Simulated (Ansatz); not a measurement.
Z-matrix (Å, degrees):
```
Sn
F 1 1.912
Cl 1 2.322 2 107.8
F 1 1.912 2 103.5 3 -114.0
```

The species carries charge 0 and has multiplicity 2. Sn: def2 effective core potential.

Problem. List the PBE/def2-TZVPP orbital energies in eV (Ansatz 0.2.0). (An estimate is asked.)

Solution. The calculation gave: α occupied: -2739.67, -659.74, -659.74, -250.21, -190.95, -190.73, -190.72, -134.94, -90.96, -90.85, -90.84, -29.56, -29.31, -27.41, -27.31, -27.28, -26.97, -26.38, -20.79, -13.47, -10.94, -10.66, -10.07, -9.61, -9.55, -9.46, -8.60, -8.50, -7.06. α empty: -1.62, -1.47, -1.18, 1.89, 2.08, 2.58, 3.44, 4.30. β occupied: -2739.63, -659.64, -659.64, -250.17, -190.86, -190.70, -190.70, -134.90, -90.88, -90.82, -90.81, -29.40, -29.14, -27.29, -27.21, -27.18, -26.83, -26.25, -20.58, -13.14, -10.62, -10.40, -9.89, -9.48, -9.39, -9.38, -8.49, -8.42. β empty: -6.15, -1.30, -1.02, -0.70, 2.24, 2.32, 2.77, 3.63. ⟨S²⟩ = 0.752.
